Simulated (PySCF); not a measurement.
Hf(F)3(OH)(OH2) (F3H3HfO2), SMILES [OH][Hf](<-[OH2])([F])([F])[F], multiplicity 1.

The structure is a stationary point at B3LYP-D3(BJ)/def2-SVP. The multiplicity is an assumed one; no other spin state was optimised. The structure was generated by enumeration; whether it is a known compound was not checked. The def2 effective core potentials stand for the cores of Hf; spin–orbit coupling is left out. One conformer was computed; it need not be the lowest.

Two levels are set side by side: TDA-PBE/def2-SVPD (PySCF) and TDA-M06-2X/def2-SVPD (PySCF). Vertical, same geometry. The lowest singlet is HOMO→LUMO 100 % with PBE and HOMO−1→LUMO+4 44 %, HOMO→LUMO+5 23 %, HOMO−1→LUMO+7 8 %, HOMO−1→LUMO+3 7 % with the other functional; states are paired by order. Differences are taken from unrounded values.

| quantity | TDA-M06-2X |
|---|---|
| lowest singlet excitation (eV) | 8.25 |
| lowest triplet excitation (TDA) (eV) | 7.75 |

Problem. What does TDA-PBE give, and how far is it from TDA-M06-2X? (The exact figures need the calculation; the answer reports its results.)

Solution. 
| quantity | TDA-PBE | TDA-PBE minus TDA-M06-2X |
|---|---|---|
| lowest singlet excitation (eV) | 6.38 | -1.87 |
| lowest triplet excitation (TDA) (eV) | 6.34 | -1.41 |

Functionals without exact exchange tend to place singlet excitations lower, as here. Differences between two approximate levels are no errors against the true value.

Rough cost on one machine, each run with all the roots and properties that it gave: TDA-M06-2X against TDA-PBE about 8 times.
